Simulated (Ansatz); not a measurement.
The same redistribution along the group B, Al, In.

Computed with Ansatz on PBE0-D4/def2-TZVP structures; ΔE is electronic, products minus reactants. CCSD(T)/CBS is the MP2 limit (def2-TZVPP, def2-QZVPP) plus CCSD(T) − MP2 in def2-TZVPP, frozen cores. Functionals use def2-TZVPP. Elements past krypton have def2 core potentials. For Br, In, V outer-core shells are correlated without core-valence functions, which leaves a few kJ/mol of doubt a bond. Scalar relativity is left out up to krypton. One conformer a species, not always the lowest.

| reaction | revPBE-D4 (eV) | RPA@PBE/def2-TZVPP (eV) | B97M-V (eV) | CCSD(T)/CBS(def2) (eV) |
| --- | --- | --- | --- | --- |
| `FB(F)Br` + `[NH]=[V]([NH2])([Cl])[Cl]` → `NB(F)Br` + `[NH]=[V]([F])([Cl])[Cl]` | -0.37 | -0.21 | -0.33 | -0.17 |
| `[F][Al]([F])[Br]` + `[NH]=[V]([NH2])([Cl])[Cl]` → `[NH2][Al]([F])[Br]` + `[NH]=[V]([F])([Cl])[Cl]` | 0.28 | 0.41 | 0.28 | 0.51 |
| `[F][In]([F])[Br]` + `[NH]=[V]([NH2])([Cl])[Cl]` → `[NH2][In]([F])[Br]` + `[NH]=[V]([F])([Cl])[Cl]` | -0.14 | -0.14 | -0.13 | -0.04 |

Largest T1 diagnostic: 0.031, for `[NH]=[V]([F])([Cl])[Cl]`, so its coupled-cluster energy is less sure.
